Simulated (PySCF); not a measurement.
Identify the unknown among the candidates.

* Rotational structure: rotational constants A, B, C: 4.224, 1.711, 1.330 GHz [PBE0-D3(BJ)/def2-SVP]
* Valence photoelectron: vertical ionisation energy: 7.96 eV [ΔSCF CAM-B3LYP/def2-SVPD]
* UV, strongest line: among the 10 lowest singlet transitions: S6 at 6.52 eV (190 nm, f = 0.214) [TDDFT CAM-B3LYP/def2-SVPD]
* 13C NMR: chemical shifts (computed TMS as zero) by class: 179.0 (1 C), 137.1 (1 C), 129.0 (1 C), 28.6 (1 C), 21.5 (1 C) ppm [GIAO B3LYP/pcSseg-1]
* NMR, other nuclei: isotropic shieldings of nuclei other than C and H, by class: 66 (1 N), 184 (1 P) ppm [GIAO B3LYP/pcSseg-1]
* UV, first state: lowest singlet excitation: 5.36 eV (231 nm, f = 0.154) [TDDFT CAM-B3LYP/def2-SVPD]

The electronic properties come from PySCF, for the isolated species, density fitting. Levels stand in brackets. One conformer (not necessarily the lowest) at the PBE0-D3(BJ)/def2-SVP geometry, without solvent, vibrations or thermal averaging. NMR values are class means; diastereotopic atoms form classes of their own.

Problem. Which candidate is it?
A. `CCc1[nH]ccp1`
B. `CNp1cccc1`
C. `CC(C)(C)PP`

Solution. A. It is `CCc1[nH]ccp1`. Numbering: `[CH3:1][CH2:2][c:3]1[nH:4][cH:5][cH:6][p:7]1`. 5 carbons fall into 5 classes; from least to most shielded: substituted aromatic carbon [C3] (179.0 ppm), aromatic CH carbon [C6] (137.1 ppm), aromatic CH next to a ring nitrogen [C5] (129.0 ppm), benzylic-type carbon [C2] (28.6 ppm), methyl carbon [C1] (21.5 ppm). The other shieldings belong to: 66 ppm, pyrrole-type nitrogen [N4]; 184 ppm, phosphorus bonded to 2 C [P7]. The first electron is taken from the HOMO, whose largest Löwdin shares are 0.30 on the phosphorus bonded to 2 C, 0.28 on the substituted aromatic carbon, 0.15 on the aromatic CH next to a ring nitrogen and 0.09 on the pyrrole-type nitrogen. The optimised geometry has point group C1 and is an asymmetric top.

The others, at the same levels:
- `CNp1cccc1` fails: its computed lowest singlet excitation is 4.13 eV (300 nm, f = 0.016) (against 5.36 eV), vertical ionisation energy is 8.36 eV (against 7.96 eV) and strongest line among the 10 lowest singlet transitions is S2 at 4.61 eV (269 nm, f = 0.121) (against S6 at 6.52 eV).
- `CC(C)(C)PP` fails: it has 4 carbons where the 13C data count 5; its computed lowest singlet excitation is 5.59 eV (222 nm, f = 0.141) (against 5.36 eV), vertical ionisation energy is 8.44 eV (against 7.96 eV) and rotational constant A is 3.421 GHz (against 4.224 GHz).

Each candidate is one conformer, not necessarily the lowest. The conformers computed, where there is a choice (atom-mapped SMILES and torsion angles):
- `[CH3:1][CH2:2][c:3]1[nH:4][cH:5][cH:6][p:7]1`: C1–C2–C3–N4 73°
- `[CH3:1][NH:2][p:3]1[cH:4][cH:5][cH:6][cH:7]1`: C1–N2–P3–C4 -153°
- `[CH3:1][C:2]([CH3:3])([CH3:4])[PH:5][PH2:6]`: C1–C2–P5–P6 54°, H–P6–P5–C2 -158°, H–P6–P5–C2 109°
